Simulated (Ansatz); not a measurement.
H6OSSiSn (`O[SiH](S)[SnH3]`), relaxed with RKS PBE0-D4/def2-TZVP in the Gaussian-basis code of Ansatz from a PBE-D4/def2-SVP geometry. The force threshold is 0.005 eV/Å; the program also tests the step.

Total charge 0; spin multiplicity 1. Sn takes the def2 core potential.

Start:

```xyz
10

O     2.005    0.165   -0.802
Si    0.941    0.113    0.504
S     1.107   -1.809    1.463
Sn   -1.503    0.489   -0.274
H     1.785    0.826   -1.485
H     1.334    1.062    1.607
H     0.595   -2.500    0.403
H    -1.671    1.849   -1.340
H    -2.565    0.720    1.070
H    -2.028   -0.915   -1.147
```

| step | energy (eV) | largest force (eV/Å) | largest move (Å) |
| --- | --- | --- | --- |
| 1 | -26683.4790 | 0.786 | 0.000 |
| 2 | -26683.5173 | 0.558 | 0.062 |
| 3 | -26683.5312 | 0.258 | 0.026 |
| 4 (rejected) | -26683.5269 | 0.268 | 0.063 |
| 5 | -26683.5339 | 0.038 | 0.030 |
| 6 | -26683.5342 | 0.043 | 0.022 |
| 7 | -26683.5347 | 0.006 | 0.022 |
| 8 | -26683.5347 | 0.029 | 0.029 |
| 9 | -26683.5348 | 0.024 | 0.009 |
| 10 (rejected) | -26683.5347 | 0.027 | 0.019 |
| 11 | -26683.5349 | 0.009 | 0.009 |
| 12 | -26683.5349 | 0.010 | 0.017 |
| 13 | -26683.5350 | 0.008 | 0.011 |
| 14 | -26683.5350 | 0.004 | 0.010 |

End:

```xyz
10

O     1.973    0.214   -0.779
Si    0.926    0.090    0.490
S     1.142   -1.826    1.385
Sn   -1.501    0.461   -0.272
H     1.827    0.926   -1.405
H     1.295    1.017    1.593
H     0.560   -2.495    0.376
H    -1.615    1.741   -1.405
H    -2.518    0.829    1.047
H    -2.089   -0.955   -1.029
```

It took 23 s on 4 threads of an AMD EPYC 9R45 on a shared host, with 0.6 GiB of host memory at the peak.
